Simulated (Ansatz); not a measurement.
Species: BHCl, charge 1, singlet. BHCl+ (parent SMILES [BH]Cl, singlet).
B3LYP-D3(BJ)/def2-TZVP minimum from Ansatz (a first-principles code):
```
B
H 1 1.1707
Cl 1 1.5923 2 180.00
```
Charge +1, spin multiplicity 1.

Hartree-Fock and MP2 correlation energies in hartree (Ansatz). UHF or UKS for unpaired electrons; spin-orbit terms are left out. Correlated methods leave the cores frozen. No relativity. The spin of HBCl+ (parent SMILES [BH]Cl, singlet) was assumed, and the state is the lowest solution found for it.

```json
[
 {"basis": "cc-pV(T+d)Z", "X": "3", "E(HF)": "-484.49385", "E(corr, MP2)": "-0.25901"},
 {"basis": "cc-pV(Q+d)Z", "X": "4", "E(HF)": "-484.49900", "E(corr, MP2)": "-0.28181"},
 {"basis": "cc-pV(5+d)Z", "X": "5", "E(HF)": "-484.49994", "E(corr, MP2)": "withheld"}
]
```

Fit E(corr) = E∞ + A/X³ to X = 3 and 4, predict X = 5, and compare with the run.

A = (-0.25901 - (-0.28181))/(1/27 - 1/64) = 1.0648; E∞ = -0.28181 - A/64 = -0.29845; at X = 5, E∞ + A/125 = -0.28993. The run gave -0.29135, 1.42 mEh below the prediction. The same form on X = 4 and 5 gives E∞ = -0.30136, 2.91 mEh below the first estimate.
